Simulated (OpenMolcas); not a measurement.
## Lines of Ni II: computed and rescaled rates

```json
{"Program": "OpenMolcas", "Method": "MS-CASPT2, IPEA 0.25 Eh, imaginary shift 0.1 Eh (closed shells correlated: 3s 3p)", "Basis": "ANO-R3 [7s5p5d3f2g1h]", "Scalar Hamiltonian": "X2C, finite nucleus", "Active space": "9 electrons in 6 orbitals (3d 4s)", "State averaging": "2S+1 = 2 even, 29 roots; 2S+1 = 4 even, 10 roots kept (CI in the orbitals of an earlier block)", "Spin-orbit coupling": "state interaction with AMFI integrals over the reference wave functions, term energies averaged over their components"}
```

Rates come from the transition moments of the reference wave functions (E1 and E2 in the length form). At fixed line strength A goes as λ^-3 for E1 and M1 and as λ^-5 for E2, so a rate at the computed wavelength can be rescaled to the measured one. Measured vacuum wavelengths follow from level energies in NIST Handbook of Basic Atomic Spectroscopic Data. Branching counts decays inside the model space alone, at computed energies, and the table is only a selection of the E2 and M1 lines, drawn from those between levels with measured partners whose computed energy lies within a factor of 1.5 of the measured one.

```
        Upper          Lower  Type  λ computed (nm)  λ measured (nm)  A computed (s-1)  A rescaled (s-1)  Branching %
3d8 4s 2P 3/2     3d9 2D 5/2    E2            361.3              344          2.20e+00          2.81e+00         62.6
3d8 4s 2G 9/2     3d9 2D 5/2    E2            319.6            307.7          2.05e+00          2.48e+00         80.1
3d8 4s 2P 1/2     3d9 2D 3/2    E2            376.2              356          1.79e+00          2.36e+00         50.7
3d8 4s 2P 1/2     3d9 2D 5/2    E2            354.7            337.9          1.58e+00          2.01e+00         44.8
3d8 4s 2G 7/2     3d9 2D 3/2    E2            336.9            322.4          1.46e+00          1.82e+00         70.4
3d8 4s 2P 3/2     3d9 2D 3/2    E2            383.6            362.8          1.02e+00          1.35e+00         29.1
3d8 4s 2D 3/2  3d8 4s 4F 5/2    M1            757.9              731          4.36e-01                           40.5
3d8 4s 2G 9/2  3d8 4s 4F 9/2    M1            412.3            414.8          3.39e-01                           13.2
3d8 4s 2D 3/2     3d9 2D 5/2    E2            456.5            420.2          2.35e-01          3.56e-01         21.9
3d8 4s 2D 3/2  3d8 4s 4F 3/2    M1            790.1            761.5          2.01e-01                           18.6
3d8 4s 2D 3/2     3d9 2D 3/2    E2            492.7            448.6          1.32e-01          2.11e-01         12.3
3d8 4s 2F 7/2  3d8 4s 4F 9/2    M1             1964             1939          8.45e-02                           53.3
   3d9 2D 3/2     3d9 2D 5/2    M1             6207             6636          6.80e-02          5.56e-02        100.0
3d8 4s 2F 7/2     3d9 2D 5/2    E2            824.5              738          5.14e-02          8.95e-02         32.4
3d8 4s 2F 5/2  3d8 4s 2F 7/2    M1             7022             6920          4.52e-02          4.72e-02         30.3
3d8 4s 2F 5/2     3d9 2D 3/2    E2            837.4            741.4          3.93e-02          7.22e-02         26.3
3d8 4s 4P 3/2  3d8 4s 4F 7/2    E2            631.4            646.9          3.77e-02          3.34e-02         19.2
3d8 4s 4P 3/2  3d8 4s 4F 5/2    M1            663.6            681.5          3.44e-02                           17.5
3d8 4s 4P 1/2  3d8 4s 4F 3/2    E2            677.4            705.6          3.33e-02          2.72e-02         38.2
3d8 4s 2F 5/2  3d8 4s 4F 3/2    M1             2325             2309          2.86e-02                           19.1
3d8 4s 4P 1/2  3d8 4s 4F 5/2    E2            653.5            679.3          2.68e-02          2.21e-02         30.8
3d8 4s 4F 5/2  3d8 4s 4F 7/2    M1            13030            12730          2.58e-02          2.77e-02         94.6
3d8 4s 4F 7/2  3d8 4s 4F 9/2    M1            11010            10680          2.49e-02          2.73e-02         96.6
3d8 4s 2F 5/2     3d9 2D 5/2    E2            737.9            666.9          2.48e-02          4.11e-02         16.6
3d8 4s 4F 3/2  3d8 4s 4F 5/2    M1            18570            18240          1.00e-02          1.06e-02         90.6
```

Spin-changing lines and M1 lines between different terms are not rescaled, since their strength hangs on the term gaps too.

The largest correction is for 3d8 4s 2F 5/2 → 3d9 2D 3/2 (E2): 3.93e-02 × (837.4 / 741.4)^5 = 7.22e-02 s-1, a factor of 1.84.

The computed rate and branching of 3d9 2D 3/2 → 3d9 2D 5/2 give the upper level a radiative lifetime of 1.000 / 6.80e-02 s-1 = 1.47e+01 s, counting decays inside the model space alone. The rescaled rate gives about 1.8e+01 s.

These are rates of the free ion; in crystals, glasses and complexes forced electric-dipole and non-radiative decay shorten such lifetimes by orders of magnitude. No measured rate stands beside these. Rescaling mends the energy factor alone: line strengths can still be far off where a level mixes with configurations outside the active space, and weak or spin-changing lines hang on small mixing coefficients that depend on the term gaps too, so rescaling need not improve them.

CASPT2 breaks the degeneracy within a term, and the mean is taken; among the terms shown or strongly mixed into the levels shown the widest spread is 1400 cm-1 (3d8 4s 4F). Some levels mix across a computed gap that differs much from the measured one, so their mixing is not that of the real levels. Terms from blocks run as CI alone lack orbitals of their own. A single d shell beside an s shell can misplace configurations of different d count against each other. Computed and measured levels are paired by configuration, term and J; levels that our copy of the source lacks, or whose pairing is in doubt (as where it misses far off the trend of its configuration), stay unpaired. Only configurations of the active space appear.
